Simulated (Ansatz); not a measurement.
Steps of a relaxation of C2H7InSi (`[InH2][CH]1C[SiH2]1`) with RKS PBE0-D4/def2-TZVP.

```sh
$ ansatz run in.yaml --threads 4 --pin off --events-out ev --progress --plain --max-ram 10444MiB
```

```yaml
crystal:
  periodic: [false, false, false]
  atoms:
    - {symbol: In, position_ang: [-1.238096, 1.536120, -0.635313]}
    - {symbol: C, position_ang: [0.529379, 0.485295, 0.007251]}
    - {symbol: C, position_ang: [1.020824, -0.855928, -0.564388]}
    - {symbol: Si, position_ang: [0.115347, -1.041780, 1.063465]}
    - {symbol: H, position_ang: [-2.328770, 0.701805, -1.715548]}
    - {symbol: H, position_ang: [-1.584651, 3.096479, 0.061516]}
    - {symbol: H, position_ang: [1.304756, 1.126392, 0.465297]}
    - {symbol: H, position_ang: [2.112946, -1.022288, -0.568162]}
    - {symbol: H, position_ang: [0.534606, -1.237257, -1.479815]}
    - {symbol: H, position_ang: [0.885029, -1.278877, 2.322319]}
    - {symbol: H, position_ang: [-1.286070, -1.566962, 1.064076]}
basis:
  gaussian: {orbitals: def2-TZVP}
hamiltonian: {xc: pbe0, dispersion: d4}
relax: {f_tol: 0.005, max_steps: 150}
```

Positions (Å) and forces (eV/Å) along the path, 9 of 9 steps:

```xyz
11
step=1 energy=-15232.8263 eV
In   -1.238    1.536   -0.635    0.143   -0.126    0.080
C     0.529    0.485    0.007   -0.046    0.046    0.309
C     1.021   -0.856   -0.564    0.056   -0.245   -0.003
Si    0.115   -1.042    1.063    0.250    0.299   -0.411
H    -2.329    0.702   -1.716    0.149    0.124    0.142
H    -1.585    3.096    0.062    0.056   -0.222   -0.115
H     1.305    1.126    0.465   -0.384   -0.371   -0.246
H     2.113   -1.022   -0.568   -0.587    0.110    0.008
H     0.535   -1.237   -1.480    0.254    0.254    0.484
H     0.885   -1.279    2.322   -0.176    0.025   -0.264
H    -1.286   -1.567    1.064    0.286    0.107    0.018
11
step=2 energy=-15232.8697 eV
In   -1.223    1.509   -0.627    0.048   -0.008    0.006
C     0.515    0.487    0.015    0.091   -0.128    0.233
C     1.007   -0.847   -0.561   -0.027   -0.143    0.075
Si    0.116   -1.033    1.059    0.177    0.193   -0.320
H    -2.297    0.705   -1.696   -0.079   -0.075   -0.087
H    -1.558    3.050    0.037   -0.030    0.145    0.054
H     1.287    1.117    0.463   -0.114   -0.102   -0.062
H     2.088   -1.003   -0.571   -0.168    0.030    0.014
H     0.525   -1.208   -1.471    0.075    0.059    0.146
H     0.879   -1.281    2.303   -0.038    0.006   -0.067
H    -1.274   -1.554    1.068    0.065    0.024    0.008
11
step=3 energy=-15232.8781 eV
In   -1.224    1.516   -0.625    0.008    0.008   -0.013
C     0.510    0.482    0.020   -0.024   -0.012    0.102
C     1.006   -0.850   -0.557   -0.027   -0.073    0.010
Si    0.122   -1.032    1.051    0.030    0.060   -0.077
H    -2.296    0.696   -1.700   -0.015   -0.004   -0.010
H    -1.560    3.071    0.034   -0.003    0.007   -0.004
H     1.278    1.107    0.468    0.017    0.015   -0.007
H     2.081   -1.002   -0.565    0.019    0.015   -0.002
H     0.527   -1.210   -1.462   -0.002    0.004   -0.019
H     0.885   -1.283    2.290    0.005   -0.006    0.010
H    -1.263   -1.552    1.066   -0.007   -0.012    0.010
11
step=4 energy=-15232.8788 eV
In   -1.216    1.532   -0.646   -0.042   -0.039    0.042
C     0.488    0.478    0.048   -0.021   -0.051    0.042
C     0.992   -0.850   -0.553    0.053    0.072    0.045
Si    0.131   -1.051    1.061   -0.020    0.028   -0.055
H    -2.299    0.705   -1.708    0.014    0.015   -0.014
H    -1.538    3.102   -0.017   -0.003    0.027   -0.016
H     1.255    1.104    0.500    0.023   -0.016   -0.043
H     2.071   -0.973   -0.581    0.021   -0.036   -0.001
H     0.510   -1.200   -1.459   -0.022    0.004   -0.021
H     0.915   -1.307    2.287   -0.002    0.001    0.005
H    -1.244   -1.597    1.087    0.000   -0.005    0.018
11
step=5 energy=-15232.8794 eV
In   -1.226    1.527   -0.629    0.020    0.022   -0.054
C     0.484    0.475    0.060   -0.022   -0.017    0.025
C     0.990   -0.849   -0.551    0.027    0.054    0.004
Si    0.136   -1.058    1.064   -0.008   -0.010    0.003
H    -2.295    0.720   -1.724    0.011   -0.007    0.028
H    -1.542    3.118   -0.045   -0.003   -0.018    0.016
H     1.257    1.100    0.503   -0.011   -0.003   -0.023
H     2.069   -0.971   -0.585   -0.005   -0.020    0.003
H     0.504   -1.193   -1.459   -0.008   -0.002   -0.007
H     0.925   -1.316    2.287   -0.001   -0.005   -0.003
H    -1.237   -1.610    1.099    0.002    0.006    0.008
11
step=6 energy=-15232.8802 eV
In   -1.222    1.528   -0.635   -0.005    0.007   -0.002
C     0.487    0.477    0.055    0.011   -0.006    0.022
C     0.992   -0.846   -0.552   -0.001   -0.003   -0.012
Si    0.133   -1.054    1.061   -0.007    0.007   -0.005
H    -2.292    0.709   -1.717    0.005    0.000    0.004
H    -1.546    3.108   -0.028    0.000   -0.007   -0.003
H     1.261    1.102    0.494   -0.006    0.009   -0.002
H     2.071   -0.977   -0.580   -0.002   -0.003    0.000
H     0.507   -1.191   -1.461    0.001   -0.004   -0.003
H     0.918   -1.315    2.286    0.003   -0.001    0.000
H    -1.244   -1.597    1.097    0.000    0.000    0.001
11
step=7 energy=-15232.8803 eV
In   -1.221    1.528   -0.635   -0.003    0.003    0.001
C     0.488    0.477    0.057    0.011   -0.007    0.008
C     0.992   -0.846   -0.553   -0.006   -0.001   -0.003
Si    0.133   -1.054    1.061   -0.002    0.001   -0.002
H    -2.289    0.707   -1.717    0.001   -0.001   -0.001
H    -1.547    3.108   -0.029   -0.001   -0.001   -0.002
H     1.261    1.104    0.496   -0.002    0.005   -0.003
H     2.070   -0.979   -0.581    0.000    0.000    0.001
H     0.506   -1.190   -1.461    0.001    0.002   -0.002
H     0.919   -1.317    2.284    0.001   -0.001    0.000
H    -1.244   -1.595    1.098   -0.001    0.000    0.001
11
step=8 energy=-15232.8803 eV
In   -1.220    1.528   -0.635    0.001    0.000    0.003
C     0.488    0.478    0.061    0.004    0.001   -0.003
C     0.990   -0.845   -0.553   -0.007   -0.002    0.000
Si    0.133   -1.054    1.062    0.002   -0.002    0.002
H    -2.284    0.703   -1.718   -0.001   -0.002   -0.002
H    -1.550    3.108   -0.033   -0.001    0.002    0.000
H     1.262    1.105    0.497    0.000    0.001    0.000
H     2.067   -0.979   -0.582    0.002    0.001    0.001
H     0.503   -1.186   -1.462    0.001    0.001    0.000
H     0.922   -1.322    2.282    0.000   -0.001    0.000
H    -1.245   -1.593    1.101   -0.001    0.000    0.000
11
step=9 energy=-15232.8803 eV
In   -1.220    1.528   -0.634    0.001    0.000    0.001
C     0.489    0.478    0.062    0.000    0.001   -0.001
C     0.989   -0.844   -0.553   -0.004   -0.001   -0.001
Si    0.133   -1.054    1.062    0.002    0.000    0.001
H    -2.282    0.701   -1.718   -0.001   -0.001   -0.001
H    -1.552    3.108   -0.034    0.000    0.000    0.000
H     1.263    1.106    0.497    0.001   -0.001    0.000
H     2.067   -0.980   -0.582    0.001    0.001    0.001
H     0.502   -1.184   -1.462    0.001    0.001    0.000
H     0.923   -1.324    2.281   -0.001    0.000    0.000
H    -1.246   -1.592    1.102    0.000    0.000    0.000
```

Run time 60 s (4 threads of an Arm Neoverse N1 on a shared host); peak host memory 0.55 GiB.
